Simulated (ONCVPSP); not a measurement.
## Varying the ONCV potential for tantalum (Ta)

Base potential:

| Item | Value |
| --- | --- |
| Element | Ta |
| Generator | ONCVPSP 4.0.1 |
| Type | optimised norm-conserving Vanderbilt (ONCV) |
| Functional | PBE |
| Relativity | scalar-relativistic |
| Frozen core | [Kr] 4d10 4f14 5s2 |
| Valence charge | 11 |
| Reference configuration | 5p6 5d3 6s1.75 6p0.25 |
| Partial waves | 6s: rc 3.00 bohr, ncon 3, nbas 7, qcut 2.5 1/bohr, 2 projectors, debl 1.5 Ha; 5p+6p: rc 2.55 bohr, ncon 3, nbas 7, qcut 5.1 1/bohr, 2 projectors; 5d: rc 2.50 bohr, ncon 4, nbas 8, qcut 6.1 1/bohr, 1 projector |
| Local potential | polynomial inside 2.40 bohr (lpopt 5, dvloc0 1 Ha) |
| Core correction | Teter function, fcfact 1.5, rcfact 1.25 |

Cutoffs, loose and tight: the cutoffs (Ha) at which the residual kinetic energy of the hardest occupied pseudo-wave falls to 1 and 0.1 mHa per electron. They do not see the model core or the augmentation charge, which bear on the density cutoff. Test errors are all-electron minus pseudo excitation energies from the reference, over the configurations 5p6 5d3 6s2 6p0; 5p6 5d3 6s1 6p0; 5p6 5d3 6s0 6p0; 5p6 5d3 6s0 6p2. A dash means not determined; rows that change the core or the reference have their own tests.

```csv
change,outcome,"cutoff, loose","cutoff, tight",bound ghosts,GHOST(+) flags above zero,largest test error (meV)
base,generated,12 Ha,14 Ha,none,s,-23
"p: rc 1.86; local potential polynomial inside 1.86 bohr (lpopt 5, dvloc0 1 Ha)",generated,12 Ha,14 Ha,none,s,-22
"p: rc 2.1; local potential polynomial inside 2.10 bohr (lpopt 5, dvloc0 1 Ha)",generated,12 Ha,14 Ha,none,s,-22
"p: rc 2.32; local potential polynomial inside 2.32 bohr (lpopt 5, dvloc0 1 Ha)",generated,12 Ha,14 Ha,none,s,-23
p: rc 2.52,generated,12 Ha,14 Ha,none,s,-23
p: rc 2.88,generated,12 Ha,14 Ha,none,s,-24
p: rc 3.1,generated,12 Ha,14 Ha,none,s,-27
p: rc 3.4,generated,12 Ha,14 Ha,none,s,-36
```

(1) What comes out with this change to the base: p: rc 3.68?

Answers

(1) outcome: generated; cutoff, loose: 12 Ha; cutoff, tight: 14 Ha; bound ghosts: none; GHOST(+) flags above zero: s; largest test error (meV): -47.

Reading the sweep of the p radius (base included, trends over the rows without a ghost): The loose cutoff stays near 12 Ha. The median size of the test errors (rows with all tests solved) rises from 8.0 meV at 1.86 to 17.2 meV at 3.68 bohr. More of the atom is replaced by a form fitted at one configuration, so other configurations suffer as the radius grows.
